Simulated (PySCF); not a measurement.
## Orbital levels and atomic charges

System: C14H24O14Si8 (silsesquioxane), SMILES C=C[Si@@]12O[Si@@]3(C=C)O[Si@@]4(C=C)O[Si@@](C=C)(O1)O[Si@@]1(OC)O[Si@@](C=C)(O2)O[Si@@](C=C)(O3)O[Si@@](OC)(O4)O1.

Cartesian coordinates (Å):
```
  1 C    -1.535   -3.013   -4.098
  2 C    -2.073   -2.021   -3.406
  3 Si   -1.251   -1.152   -1.957
  4 O    -2.420   -0.488   -1.053
  5 Si   -2.708    0.362    0.297
  6 C    -4.560    0.604    0.474
  7 C    -5.367    0.987   -0.503
  8 O    -2.195   -0.441    1.607
  9 Si   -0.887   -0.989    2.389
 10 C    -1.426   -1.716    4.035
 11 C    -1.533   -1.016    5.154
 12 O    -0.174   -2.165    1.534
 13 Si    0.577   -2.507    0.141
 14 C     1.060   -4.321    0.146
 15 C     0.437   -5.267   -0.539
 16 O    -0.406   -2.248   -1.117
 17 O     1.947   -1.652    0.012
 18 Si    2.593   -0.171   -0.054
 19 O     4.198   -0.271   -0.067
 20 C     4.998   -0.846   -1.070
 21 O     2.071    0.575   -1.390
 22 Si    0.789    1.169   -2.185
 23 C     1.404    1.931   -3.786
 24 C     1.270    1.393   -4.989
 25 O    -0.262   -0.009   -2.542
 26 O     0.076    2.341   -1.327
 27 Si   -0.667    2.710    0.066
 28 C    -1.145    4.523    0.029
 29 C    -0.543    5.465    0.738
 30 O    -2.012    1.822    0.213
 31 O     0.331    2.484    1.315
 32 Si    1.132    1.365    2.139
 33 O     1.751    2.210    3.358
 34 C     2.647    1.746    4.340
 35 O     0.144    0.217    2.701
 36 O     2.315    0.678    1.281
 37 H    -2.042   -3.478   -4.930
 38 H    -0.562   -3.404   -3.854
 39 H    -3.057   -1.673   -3.690
 40 H    -4.986    0.428    1.453
 41 H    -6.427    1.130   -0.358
 42 H    -4.993    1.168   -1.495
 43 H    -1.662   -2.771    4.062
 44 H    -1.303    0.036    5.174
 45 H    -1.846   -1.457    6.088
 46 H     1.912   -4.600    0.752
 47 H    -0.413   -5.032   -1.158
 48 H     0.746   -6.301   -0.514
 49 H     4.803   -0.371   -2.033
 50 H     6.037   -0.688   -0.783
 51 H     4.795   -1.915   -1.155
 52 H     1.906    2.887   -3.703
 53 H     0.773    0.447   -5.123
 54 H     1.642    1.872   -5.881
 55 H    -1.964    4.808   -0.619
 56 H     0.270    5.220    1.400
 57 H    -0.835    6.503    0.693
 58 H     2.910    2.599    4.965
 59 H     2.177    0.972    4.949
 60 H     3.542    1.335    3.872
```

Method: wB97X-D/6-31G*, gas phase, PySCF, fitting set def2-universal-JFIT up to Ne and JKFIT beyond, grid level 1.

(1) Give the orbital energies near the gap.

(2) Give the partial charges of the non-hydrogen atoms.

Answers

(1) 
| orbital | eV |
| --- | --- |
| HOMO-4 | -9.71 |
| HOMO-3 | -9.66 |
| HOMO-2 | -9.64 |
| HOMO-1 | -9.64 |
| HOMO | -9.55 |
| LUMO | 1.77 |
| LUMO+1 | 1.87 |
| LUMO+2 | 1.93 |
| LUMO+3 | 1.95 |

(2) 
| atom | Mulliken | IAO | Hirshfeld |
| --- | --- | --- | --- |
| C1 | -0.36 | -0.26 | -0.07 |
| C2 | -0.32 | -0.46 | -0.14 |
| Si3 | 1.10 | 1.58 | 0.52 |
| O4 | -0.64 | -0.87 | -0.30 |
| Si5 | 1.10 | 1.58 | 0.52 |
| C6 | -0.32 | -0.46 | -0.14 |
| C7 | -0.35 | -0.26 | -0.07 |
| O8 | -0.63 | -0.87 | -0.30 |
| Si9 | 1.08 | 1.58 | 0.52 |
| C10 | -0.32 | -0.46 | -0.14 |
| C11 | -0.36 | -0.26 | -0.07 |
| O12 | -0.63 | -0.87 | -0.30 |
| Si13 | 1.08 | 1.58 | 0.52 |
| C14 | -0.32 | -0.46 | -0.14 |
| C15 | -0.36 | -0.26 | -0.07 |
| O16 | -0.64 | -0.87 | -0.30 |
| O17 | -0.63 | -0.88 | -0.31 |
| Si18 | 1.19 | 1.72 | 0.55 |
| O19 | -0.52 | -0.65 | -0.24 |
| C20 | -0.24 | -0.19 | 0.00 |
| O21 | -0.63 | -0.88 | -0.31 |
| Si22 | 1.08 | 1.58 | 0.52 |
| C23 | -0.32 | -0.46 | -0.14 |
| C24 | -0.36 | -0.26 | -0.07 |
| O25 | -0.63 | -0.87 | -0.30 |
| O26 | -0.63 | -0.87 | -0.31 |
| Si27 | 1.09 | 1.58 | 0.52 |
| C28 | -0.32 | -0.46 | -0.14 |
| C29 | -0.36 | -0.26 | -0.07 |
| O30 | -0.63 | -0.87 | -0.30 |
| O31 | -0.62 | -0.87 | -0.30 |
| Si32 | 1.19 | 1.72 | 0.56 |
| O33 | -0.52 | -0.65 | -0.24 |
| C34 | -0.24 | -0.19 | 0.00 |
| O35 | -0.63 | -0.88 | -0.30 |
| O36 | -0.62 | -0.87 | -0.30 |
